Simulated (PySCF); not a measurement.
**Excitation energy of Be by level of theory**

Be [He] 2s2 (1S) → Be [He] 2s1 3s1 (3S), as a difference of total energies. Calculation: PySCF 2.14, in dyall-acv3z (15s9p4d2f, 76 functions); no relativity, point nucleus. Correlated levels: valence and next inner shell: nothing frozen; virtual orbitals above 40 to 60 times the deepest correlated orbital energy dropped. The calculations carry no spin-orbit coupling.

| method | excitation energy (cm⁻¹) |
| --- | --- |
| UHF | 42934 |
| MP2 (valence and next inner shell) | 49128 |
| SCS-MP2 (valence and next inner shell) | 50664 |
| CCSD (valence and next inner shell) | 51935 |
| CCSD(T) (valence and next inner shell) | 52019 |

Errors of the correlated levels include the incompleteness of this basis.

For comparison: 52081 cm⁻¹ (measured; NIST levels).
